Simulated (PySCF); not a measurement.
## Atomic charges against the basis set

Species: C4H6B (charge +1).
Bonds: B1–C2, C2–C3, C3–C4, C4–C5 (double), C3–C5. Hydrogens: H6, H7 on B1; H8, H9 on C2; H10 on C4; H11 on C5.

PBE0 throughout (PySCF), one geometry, spherical d and f functions. The structure is a single PBE0-D3(BJ)/def2-SVP conformer in the gas phase; no vibrational or solvent corrections. Atoms taken as equivalent share a column and are averaged.

Mulliken charges (e):

| basis | functions | B1 | C2 | C3 | C4/C5 | H6/H7 | H8/H9 | H10/H11 |
| --- | --- | --- | --- | --- | --- | --- | --- | --- |
| STO-3G | 31 | +0.232 | -0.265 | +0.149 | +0.043 | +0.007 | +0.168 | +0.223 |
| 6-31G | 57 | +0.249 | -0.667 | +0.114 | -0.001 | +0.046 | +0.289 | +0.319 |
| pcSseg-0 | 57 | +0.266 | -0.863 | -0.041 | -0.029 | +0.109 | +0.361 | +0.378 |
| 6-31G* | 82 | +0.136 | -0.647 | +0.245 | -0.037 | +0.073 | +0.291 | +0.307 |
| def2-SVP | 100 | +0.104 | -0.097 | +0.153 | +0.069 | +0.049 | +0.152 | +0.150 |
| cc-pVDZ | 100 | +0.070 | -0.096 | +0.151 | +0.123 | +0.053 | +0.139 | +0.123 |
| pcSseg-1 | 115 | +0.180 | -0.399 | +0.116 | +0.074 | +0.071 | +0.227 | +0.179 |
| aug-cc-pVDZ | 169 | -0.933 | +0.314 | +0.541 | +0.519 | +0.610 | -0.179 | -0.410 |
| 6-311+G(2d,p) | 171 | +0.036 | -0.603 | +0.610 | -0.065 | +0.072 | +0.246 | +0.226 |
| def2-TZVP | 191 | -0.018 | -0.239 | +0.054 | +0.057 | +0.082 | +0.205 | +0.258 |
| cc-pVTZ | 234 | -0.004 | -0.182 | +0.186 | +0.045 | +0.080 | +0.164 | +0.211 |
| IGLO-III | 235 | +0.262 | -0.407 | +0.154 | +0.083 | +0.006 | +0.197 | +0.209 |

IAO charges (e):

```json
{"basis": "STO-3G", "functions": "31", "B1": "+0.164", "C2": "-0.413", "C3": "+0.186", "C4/C5": "+0.043", "H6/H7": "+0.039", "H8/H9": "+0.216", "H10/H11": "+0.234"}
{"basis": "6-31G", "functions": "57", "B1": "+0.126", "C2": "-0.448", "C3": "+0.209", "C4/C5": "+0.019", "H6/H7": "+0.053", "H8/H9": "+0.233", "H10/H11": "+0.252"}
{"basis": "pcSseg-0", "functions": "57", "B1": "+0.125", "C2": "-0.441", "C3": "+0.199", "C4/C5": "+0.027", "H6/H7": "+0.052", "H8/H9": "+0.233", "H10/H11": "+0.247"}
{"basis": "6-31G*", "functions": "82", "B1": "+0.144", "C2": "-0.446", "C3": "+0.216", "C4/C5": "+0.025", "H6/H7": "+0.046", "H8/H9": "+0.227", "H10/H11": "+0.245"}
{"basis": "def2-SVP", "functions": "100", "B1": "+0.139", "C2": "-0.440", "C3": "+0.219", "C4/C5": "+0.029", "H6/H7": "+0.046", "H8/H9": "+0.225", "H10/H11": "+0.241"}
{"basis": "cc-pVDZ", "functions": "100", "B1": "+0.130", "C2": "-0.446", "C3": "+0.218", "C4/C5": "+0.024", "H6/H7": "+0.051", "H8/H9": "+0.228", "H10/H11": "+0.246"}
{"basis": "pcSseg-1", "functions": "115", "B1": "+0.136", "C2": "-0.443", "C3": "+0.214", "C4/C5": "+0.027", "H6/H7": "+0.049", "H8/H9": "+0.227", "H10/H11": "+0.244"}
{"basis": "aug-cc-pVDZ", "functions": "169", "B1": "+0.131", "C2": "-0.450", "C3": "+0.220", "C4/C5": "+0.022", "H6/H7": "+0.050", "H8/H9": "+0.230", "H10/H11": "+0.247"}
{"basis": "6-311+G(2d,p)", "functions": "171", "B1": "+0.133", "C2": "-0.453", "C3": "+0.220", "C4/C5": "+0.023", "H6/H7": "+0.050", "H8/H9": "+0.230", "H10/H11": "+0.247"}
{"basis": "def2-TZVP", "functions": "191", "B1": "+0.133", "C2": "-0.453", "C3": "+0.219", "C4/C5": "+0.022", "H6/H7": "+0.050", "H8/H9": "+0.230", "H10/H11": "+0.248"}
{"basis": "cc-pVTZ", "functions": "234", "B1": "+0.132", "C2": "-0.453", "C3": "+0.220", "C4/C5": "+0.021", "H6/H7": "+0.050", "H8/H9": "+0.231", "H10/H11": "+0.248"}
{"basis": "IGLO-III", "functions": "235", "B1": "+0.132", "C2": "-0.454", "C3": "+0.220", "C4/C5": "+0.022", "H6/H7": "+0.050", "H8/H9": "+0.231", "H10/H11": "+0.248"}
```

Hirshfeld charges (e):

```tsv
basis	functions	B1	C2	C3	C4/C5	H6/H7	H8/H9	H10/H11
STO-3G	31	+0.243	-0.023	+0.156	+0.133	-0.035	+0.078	+0.135
6-31G	57	+0.220	-0.074	+0.152	+0.119	-0.021	+0.100	+0.153
pcSseg-0	57	+0.226	-0.079	+0.158	+0.127	-0.024	+0.097	+0.148
6-31G*	82	+0.222	-0.075	+0.149	+0.121	-0.022	+0.100	+0.153
def2-SVP	100	+0.229	-0.091	+0.156	+0.124	-0.024	+0.102	+0.151
cc-pVDZ	100	+0.228	-0.087	+0.151	+0.122	-0.023	+0.102	+0.152
pcSseg-1	115	+0.233	-0.093	+0.150	+0.123	-0.022	+0.101	+0.153
aug-cc-pVDZ	169	+0.231	-0.099	+0.141	+0.118	-0.018	+0.106	+0.158
6-311+G(2d,p)	171	+0.236	-0.094	+0.138	+0.120	-0.020	+0.104	+0.156
def2-TZVP	191	+0.231	-0.095	+0.142	+0.119	-0.020	+0.105	+0.157
cc-pVTZ	234	+0.230	-0.095	+0.145	+0.119	-0.020	+0.105	+0.156
IGLO-III	235	+0.231	-0.098	+0.141	+0.118	-0.018	+0.105	+0.158
```

ESP-fitted charges (e):

| basis | functions | B1 | C2 | C3 | C4/C5 | H6/H7 | H8/H9 | H10/H11 |
| --- | --- | --- | --- | --- | --- | --- | --- | --- |
| STO-3G | 31 | +0.393 | -0.372 | +0.334 | +0.021 | -0.079 | +0.172 | +0.209 |
| 6-31G | 57 | +0.436 | -0.506 | +0.330 | -0.010 | -0.082 | +0.218 | +0.244 |
| pcSseg-0 | 57 | +0.501 | -0.693 | +0.401 | -0.037 | -0.089 | +0.262 | +0.259 |
| 6-31G* | 82 | +0.427 | -0.498 | +0.333 | -0.017 | -0.079 | +0.216 | +0.249 |
| def2-SVP | 100 | +0.402 | -0.441 | +0.307 | -0.007 | -0.074 | +0.203 | +0.243 |
| cc-pVDZ | 100 | +0.396 | -0.438 | +0.300 | -0.010 | -0.071 | +0.205 | +0.247 |
| pcSseg-1 | 115 | +0.452 | -0.480 | +0.305 | -0.007 | -0.086 | +0.209 | +0.246 |
| aug-cc-pVDZ | 169 | +0.424 | -0.512 | +0.333 | -0.023 | -0.077 | +0.223 | +0.254 |
| 6-311+G(2d,p) | 171 | +0.427 | -0.520 | +0.343 | -0.029 | -0.077 | +0.224 | +0.258 |
| def2-TZVP | 191 | +0.426 | -0.503 | +0.336 | -0.024 | -0.079 | +0.219 | +0.254 |
| cc-pVTZ | 234 | +0.421 | -0.498 | +0.330 | -0.022 | -0.076 | +0.219 | +0.254 |
| IGLO-III | 235 | +0.421 | -0.499 | +0.327 | -0.021 | -0.077 | +0.219 | +0.253 |

Some averages cover members that differ in this geometry, most widely: H6/H7, Mulliken in pcSseg-0 +0.089 to +0.129; H6/H7, Mulliken in IGLO-III -0.013 to +0.025; H6/H7, Mulliken in cc-pVTZ +0.062 to +0.098; H6/H7, Mulliken in 6-311+G(2d,p) +0.055 to +0.088 e.

Which scheme is steadiest as the basis changes?

Largest range over the bases for any column: IAO 0.04 e, Hirshfeld 0.08 e, ESP-fitted 0.32 e, Mulliken 1.20 e. IAO charges move least and Mulliken charges most, counted in e. Without the minimal STO-3G basis the ranges are IAO 0.02, Hirshfeld 0.02, ESP-fitted 0.26, Mulliken 1.20 e.

How much do the charges still move between the two largest bases, cc-pVTZ and IGLO-III?

At most, over all atoms: Mulliken 0.266 e, IAO 0.001 e, Hirshfeld 0.004 e, ESP-fitted 0.003 e.

What do the same runs give for the total energy and the frontier levels?

```csv
basis,energy (Eh),HOMO (eV),LUMO (eV)
STO-3G,-178.1247,-13.47,-5.70
6-31G,-180.2174,-14.15,-6.90
pcSseg-0,-179.8423,-14.36,-7.32
6-31G*,-180.2749,-14.11,-6.76
def2-SVP,-180.1444,-14.14,-6.98
cc-pVDZ,-180.2855,-14.10,-6.87
pcSseg-1,-180.2487,-14.19,-6.97
aug-cc-pVDZ,-180.2910,-14.11,-6.93
"6-311+G(2d,p)",-180.3199,-14.15,-6.94
def2-TZVP,-180.3357,-14.14,-6.93
cc-pVTZ,-180.3327,-14.15,-6.92
IGLO-III,-180.3388,-14.15,-6.94
```
